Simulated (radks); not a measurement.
Results of a calculation; reference values are marked as such.
Q: These are the eigenvalues of the occupied orbitals of an atom or ion with whole-number occupations (hartree). Level of theory: scalar-relativistic Kohn-Sham, PBE, spin-polarised, spherical densities, point nucleus (a radial shooting solver on a logarithmic mesh with Libxc functionals).

| orbital | eigenvalue |
|---|---|
| 1s up | -2715.357 |
| 1s down | -2715.357 |
| 2s up | -473.1354 |
| 2s down | -473.1271 |
| 2p up | -411.9652 |
| 2p down | -411.9585 |
| 3s up | -110.3231 |
| 3s down | -110.3202 |
| 3p up | -92.36584 |
| 3p down | -92.36255 |
| 3d up | -72.32373 |
| 3d down | -72.31790 |
| 4s up | -23.50938 |
| 4s down | -23.50135 |
| 4p up | -17.62057 |
| 4p down | -17.61302 |
| 4d up | -10.31469 |
| 4d down | -10.30582 |
| 5s up | -3.68035 |
| 5s down | -3.61357 |
| 4f up | -2.20061 |
| 5p up | -2.19455 |
| 4f down | -2.18525 |
| 5p down | -2.10723 |
| 5d up | -0.55949 |
| 6s up | -0.51415 |
| 5d down | -0.44894 |

Which element is it, and in what charge state? The configuration may be excited. Open shells, if any, are filled with parallel spins first.

A: Z = 76, osmium, charge +1: Os+ in [Xe] 4f14 5d6 6s1. The list shows which subshells hold electrons but not how many an open one holds; the 1s level, -2715.4 hartree, gives Z - s = 73.7 by -(Z - s)^2/2, which with screening and relativity narrows Z to a few neighbours, and the depths of the outer levels then fix element, charge and occupations together.
